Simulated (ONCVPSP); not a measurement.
**Scattering properties, ONCV potential for Li (Z = 3)**

ONCVPSP 4.0.1 input, shortened (lines: element, Z, core and valence counts, functional; n l f; lmax; l rc ep ncon nbas qcut; lloc lpopt rc5 dvloc0; l nproj debl; icmod fcfact rcfact), PBE, scalar-relativistic:

```
  Li 3.00    1    1        4      upf
    1    0    2.00
    2    0    1.00
    1
    0    2.40    0.00    4    7    2.80
    1    2.40    0.10    3    7    3.30
    0    5    2.40    0.00
    0    0    1.50
    1    2    3.20
    3    2.50    1.70
```

The phase is arctan(r·R′/R) of the radial function R(r), unwrapped; energies in Ha, scanned from -2 to 5 Ha. A pole is an energy at which the radial function vanishes at the test radius. The pseudo phase is shifted by a multiple of π to meet the all-electron one at the reference energy, and phase errors are pseudo minus all-electron; the curves can meet again beyond the range given. Levels narrower than the energy grid can be missing from the lists of poles. n/a: not evaluated, since a narrow level or a reset projector energy made the automatic matching unsafe.

```tsv
channel	radius (bohr)	reference energy (Ha)	poles, all-electron	poles, pseudo	unbroken range about the reference energy with phases within 0.05 rad	phase error 1 Ha above the reference energy (rad)
s	2.43	-0.11	1.06, 4.80	0.95, 3.63	n/a	n/a
p	2.43	0.10	0.82, 3.73	0.84, 3.75	below 1.4	+0.020
```

Phases in the s channel:

| E (Ha) | all-electron | pseudo |
| --- | --- | --- |
| -1.98 | 1.234 | -1.854 |
| -1.62 | -1.883 | -1.899 |
| -1.26 | -1.960 | -1.970 |
| -0.90 | -2.089 | -2.097 |
| -0.54 | -2.390 | -2.398 |
| -0.18 | -3.279 | -3.280 |
| 0.18 | -4.195 | -4.200 |
| 0.54 | -4.515 | -4.529 |
| 0.90 | -4.664 | -4.692 |
| 1.26 | -4.768 | -4.831 |
| 1.62 | -4.878 | -5.067 |
| 1.98 | -5.062 | -6.232 |
| 2.34 | -5.656 | -7.449 |
| 2.70 | -7.094 | -7.672 |
| 3.06 | -7.529 | -7.765 |
| 3.42 | -7.670 | -7.825 |
| 3.78 | -7.743 | -7.874 |
| 4.14 | -7.790 | -7.926 |
| 4.50 | -7.827 | -7.996 |
| 4.86 | -7.859 | -8.132 |
